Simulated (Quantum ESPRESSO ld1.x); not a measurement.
The numbers below are computed, except where a source is named.
Question: Species: Ru8+. Configuration: [Kr]. Level of theory: Dirac Kohn-Sham, BLYP, spin-unpolarised, spherical densities, point nucleus (ld1.x of Quantum ESPRESSO 7.5). Some entries of the table are withheld. Estimate them.

orbital,occ.,eigenvalue (Ry),<1/r> (bohr^-1),<r^2> (bohr^2)
1s1/2,2,(1),(2),0.001509
2s1/2,2,-241.875,10.50,0.02494
2p1/2,2,-224.288,10.47,0.01875
2p3/2,4,-214.661,9.922,0.02010
3s1/2,2,-50.7265,3.632,0.1849
3p1/2,2,(3),3.535,(4)
3p3/2,4,(5),3.402,(6)
3d3/2,4,-30.2244,3.228,0.1730
3d5/2,6,-29.9030,3.194,0.1760
4s1/2,2,-14.8009,1.433,1.047
4p1/2,2,-12.6254,1.339,1.171
4p3/2,4,-12.3211,1.303,1.221
4d3/2,0,-8.84215,1.113,1.600
4d5/2,0,-8.79473,1.105,1.618
5s1/2,0,-6.61534,0.6905,4.276

Answer: 
(1) 1s1/2 eigenvalue (Ry): -1621.89
(2) 1s1/2 <1/r> (bohr^-1): 45.88
(3) 3p1/2 eigenvalue (Ry): -43.9118
(4) 3p1/2 <r^2> (bohr^2): 0.1814
(5) 3p3/2 eigenvalue (Ry): -42.2695
(6) 3p3/2 <r^2> (bohr^2): 0.1910
